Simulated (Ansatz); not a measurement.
Computed with Ansatz on PBE0-D4/def2-TZVP structures; ΔE is electronic, products minus reactants. CBS: MP2 limit from def2 TZ/QZ plus the TZ coupled-cluster correction, frozen cores. This one scheme is used for every species. One conformer a species, not always the lowest.

`[SiH3]CC(Cl)Cl` + `FBF` → `FB(F)C[SiH3]` + `ClCCl`  (formal exchange of groups at a C–C bond)

`[SiH3]CC(Cl)Cl`:

Z-matrix (Å, degrees):
```
Si
C 1 1.892
H 1 1.486 2 107.8
H 1 1.482 2 111.9 3 120.1
H 1 1.487 2 109.2 3 -118.4
C 2 1.505 1 114.2 3 161.5
H 2 1.093 1 109.5 3 -75.3
H 2 1.095 1 108.3 3 41.1
Cl 6 1.780 2 111.3 1 58.8
Cl 6 1.782 2 111.6 1 -178.1
H 6 1.088 2 112.3 1 -59.6
```

`FBF`:

Z-matrix (Å, degrees):
```
B
F 1 1.313
F 1 1.313 2 118.1
H 1 1.191 2 121.0 3 180.0
```

`FB(F)C[SiH3]`:

Z-matrix (Å, degrees):
```
C
Si 1 1.887
B 1 1.546 2 112.5
H 1 1.093 2 106.7 3 121.8
H 1 1.093 2 106.6 3 -121.7
H 2 1.486 1 110.2 3 -60.0
H 2 1.486 1 109.5 3 -179.9
H 2 1.486 1 110.2 3 60.2
F 3 1.324 1 122.0 2 89.5
F 3 1.324 1 122.0 2 -88.7
```

`ClCCl`:

```xyz
5

Cl    1.012   -0.406   -1.287
C     0.048   -0.014    0.136
Cl   -1.566    0.565   -0.268
H    -0.055   -0.915    0.733
H     0.561    0.769    0.686
```

```json
{"species": "`[SiH3]CC(Cl)Cl`", "CCSD(T)/CBS(def2) energy (Eh)": "-1288.34667"}
{"species": "`FBF`", "CCSD(T)/CBS(def2) energy (Eh)": "-225.09427"}
{"species": "`FB(F)C[SiH3]`", "CCSD(T)/CBS(def2) energy (Eh)": "-554.65712"}
{"species": "`ClCCl`", "CCSD(T)/CBS(def2) energy (Eh)": "-958.80256"}
```

Problem. Work out ΔE.

Solution. ΔE = (-554.65712) + (-958.80256) − (-1288.34667) − (-225.09427) = -0.01874 Eh = -49.2 kJ/mol.

Largest T1 diagnostic among the species: 0.013.

In def2-TZVPP, CCSD(T) changes the Hartree–Fock value by +12.9 kJ/mol (the triples alone add +3.3 kJ/mol) and MP2 by +17.7 kJ/mol. The D4 term adds +8.8 kJ/mol with B3LYP and +4.8 kJ/mol with PBE0; it sums over pairs of atoms, weighted by their polarisabilities, and B3LYP, whose exchange is more repulsive, gets the larger term.

B3LYP here is the variant with VWN-RPA as its local correlation; programs differ in this.
